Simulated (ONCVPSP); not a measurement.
## sulfur: excitation energies, all-electron against ONCV

ONCVPSP 4.0.1 input, shortened (lines: element, Z, core and valence counts, functional; n l f; lmax; l rc ep ncon nbas qcut; lloc lpopt rc5 dvloc0; l nproj debl; icmod fcfact rcfact), PBE, non-relativistic:

```
  S 16.00    1    4        4      upf
    1    0    2.00
    2    0    2.00
    2    1    6.00
    3    0    2.00
    3    1    3.75
    2
    0    0.65    0.00    5   10   15.90
    1    0.80    0.00    4    8   19.40
    2    0.80    0.13    4    8   10.10
    4    5    0.45    4.00
    0    2    3.90
    1    2    1.00
    2    2    2.40
    0    0.00    0.00
```

Energies are relative to the spin-unpolarised reference configuration 2s2 2p6 3s2 3p3.75; without spin polarisation the order of configurations can differ from experiment.

| valence configuration | charge | ΔE all-electron (eV) | error AE − PS (meV) |
| --- | --- | --- | --- |
| 2s2 2p6 3s2 3p3 | +1 | 9.743 | +0.2 |
| 2s2 2p6 3s2 3p2 | +2 | 32.038 | +1.9 |
| 2s2 2p6 3s2 3p0 | +4 | 112.888 | +22 |

(1) What are ΔE and the potential's error for 2s2 2p6 3s2 3p4?

Results:

(1) ΔE = -2.040 eV all-electron; the error (AE − PS) is 0.0 meV.
